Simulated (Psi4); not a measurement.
C$_{2}$H$_{5}$Cl$_{2}$Si (SMILES [CH2][Si](C)(Cl)Cl), doublet, at a GFN2-xTB geometry. Base run: B3LYP/cc-pVDZ run with Psi4.

Geometry (Å):
```xyz
10

C     -1.3081    -1.5213    -0.5441
Si     0.0126    -0.3247    -0.0608
C      1.7388    -1.1232     0.1109
Cl    -0.4685     0.5146     1.7289
Cl     0.1378     1.1374    -1.4700
H     -1.5416    -1.7378    -1.5711
H     -1.8736    -2.0788     0.1808
H      1.7363    -1.9005     0.8687
H      2.4825    -0.3833     0.3959
H      2.0574    -1.5707    -0.8255
```
Charge 0, spin multiplicity 2.
Orbitals are unrestricted.
All else is at Psi4's defaults (density fitting; Cartesian or spherical functions as each basis is defined).

Variants of this job, named by their change:

```
change               basis functions       E (Eh)  dipole (D)  core-seconds (rough)
-------------------  ---------------  -----------  ----------  --------------------
base                             107  -1289.22558        2.21                    30
basis = STO-3G                    42  -1274.84455        3.13                    20
basis = 6-31G*                    97  -1289.17197        2.54                    20
basis = 6-31G**                  112  -1289.18010        2.54                    30
basis = 6-31+G*                  117  -1289.17810        2.40                    40
basis = cc-pV(D+d)Z              122  -1289.23977        2.15                    40
basis = 6-311G**                 144  -1289.27686        2.56                    40
basis = 6-311++G**               169  -1289.28054        2.35                    60
basis = aug-cc-pVDZ              172  -1289.24165        2.16                    90
basis = aug-pcseg-1              172  -1289.17903        2.14                    60
basis = cc-pV(T+d)Z              247  -1289.32228        2.05                   100
basis = def2-TZVPD               254  -1289.30509        2.06                   100
basis = def2-TZVPP               258  -1289.30563        2.02                   100
```

Totals compare only among sets that treat the same electrons; sets with core potentials leave the core out.

Open shells are given as the SCF converged; they aren't shown to be the lowest states, and a large step between rows can be another state.
